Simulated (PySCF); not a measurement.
H₆MgO₂Si₂, SMILES [SiH3][O][Mg][O][SiH3].

The structure is a stationary point at PBE0-D3(BJ)/def2-SVP. The structure was generated by enumeration; whether it is a known compound was not checked. Other conformers were not sampled.

Method: PySCF with TDA-ωB97X/def2-SVPD.

Vertical excitations; the highest root listed may be one member of a degenerate set. Gas-phase values at a fixed geometry. State labels are in the subgroup C2.

**Question.** Give excitation energies, oscillator strengths and character. (An estimate is asked for; the answer gives what the named calculation found.)

**Answer.** 
```csv
state,symmetry,energy (eV),λ (nm),f,main pairs
S1,A,6.12,203,0.000,HOMO−1→LUMO (degenerate set)
S2,B,6.12,203,0.000,HOMO→LUMO (degenerate set)
S3,B,6.21,200,0.047,HOMO−3→LUMO (degenerate set)
S4,A,6.21,200,0.047,HOMO−2→LUMO (degenerate set)
S5,A,7.95,156,0.005,"HOMO→LUMO+1, HOMO−1→LUMO+2, HOMO−1→LUMO+8, HOMO−3→LUMO+3 (degenerate set)"
S6,B,7.95,156,0.005,"HOMO−1→LUMO+1, HOMO→LUMO+2, HOMO→LUMO+8, HOMO−2→LUMO+3 (degenerate set)"
S7,B,7.98,155,0.040,"HOMO−2→LUMO+1, HOMO−3→LUMO+2, HOMO−3→LUMO+8, HOMO−1→LUMO+3 (degenerate set)"
S8,A,7.98,155,0.040,"HOMO−2→LUMO+8, HOMO−3→LUMO+1, HOMO−2→LUMO+2, HOMO→LUMO+3 (degenerate set)"
S9,A,8.02,155,0.000,"HOMO−1→LUMO+2 37 %, HOMO→LUMO+1 37 %"
S10,A,8.04,154,0.003,"HOMO−1→LUMO+8 17 %, HOMO−3→LUMO+5 13 %, HOMO−3→LUMO+3 12 %, HOMO−1→LUMO+2 9 %"
T1,A,6.00,207,0,HOMO−1→LUMO (degenerate set)
T2,B,6.00,207,0,HOMO→LUMO (degenerate set)
T3,B,6.18,201,0,HOMO−3→LUMO (degenerate set)
T4,A,6.18,201,0,HOMO−2→LUMO (degenerate set)
```
Triplets are in the Tamm–Dancoff approximation.
